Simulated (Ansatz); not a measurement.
Several settings on one geometry of Al12P10F6 (that of the charge 0 singlet, PBE-D4/def2-SVP). Ansatz on 2 threads of AMD EPYC 7R13 on a shared host and a share (18 GiB) of an NVIDIA H100 80GB HBM3; times are rough.

| atom | x (Å) | y (Å) | z (Å) |
| --- | --- | --- | --- |
| P1 | 1.018 | -3.871 | 0.000 |
| P2 | -2.418 | 1.607 | -3.630 |
| P3 | 0.160 | -1.918 | -4.425 |
| P4 | -0.970 | -1.053 | -1.191 |
| P5 | -0.971 | 1.923 | 0.507 |
| P6 | 2.101 | -0.317 | 0.947 |
| P7 | 1.727 | 1.701 | -2.532 |
| P8 | -1.887 | -1.910 | 2.344 |
| P9 | 0.478 | 1.151 | 4.296 |
| P10 | 3.058 | -2.184 | -2.539 |
| Al11 | -2.228 | 1.209 | -1.368 |
| Al12 | -2.025 | -0.262 | 0.769 |
| Al13 | 0.737 | -2.757 | -2.160 |
| Al14 | 0.386 | -2.117 | 1.456 |
| Al15 | 2.646 | -2.217 | -0.299 |
| Al16 | -1.269 | -0.449 | -3.436 |
| Al17 | -0.214 | 2.454 | -3.541 |
| Al18 | 1.759 | -0.479 | -3.378 |
| Al19 | 0.712 | 0.683 | -0.637 |
| Al20 | -0.885 | 2.446 | 2.831 |
| Al21 | 1.946 | -0.370 | 3.281 |
| Al22 | -1.253 | -0.139 | 3.626 |
| F23 | -3.504 | 0.392 | -0.262 |
| F24 | 1.195 | -2.092 | 3.174 |
| F25 | -0.058 | 3.836 | -4.487 |
| F26 | -1.255 | 4.028 | 3.246 |
| F27 | 3.386 | -0.625 | 4.111 |
| F28 | -2.374 | 1.331 | 3.300 |

Totals from different functionals, basis sets or treatments of relativity can't be compared as stabilities.

The 6-31G sets use Cartesian d functions.

The spins typed aren't always the lowest for that charge.

Problem. Give the basis size and estimate the energy, ⟨S²⟩ and time of these runs.

| run | method | charge | state | further keys |
| --- | --- | --- | --- | --- |
| 1 | ROKS ωPBEh/STO-3G | 1 | doublet | forces asked |
| 2 | UHF/6-31G* | 1 | doublet | fitting: {mean_field: def2-universal-jkfit}; scf: {omitted_lower_state_checks: [starts]} |
| 3 | UKS LDA (SPW92)/6-31G* | 1 | doublet | fitting: {mean_field: def2-universal-jkfit}; scf: {lower_state_search: full} |

Solution. 
```tsv
run	functions	energy (Eh)	⟨S²⟩	wall time
1	228	-6837.7478	–	27 s
2	508	-6907.6108	0.79	16 s
3	508	-6893.6824	0.75	43 s
```
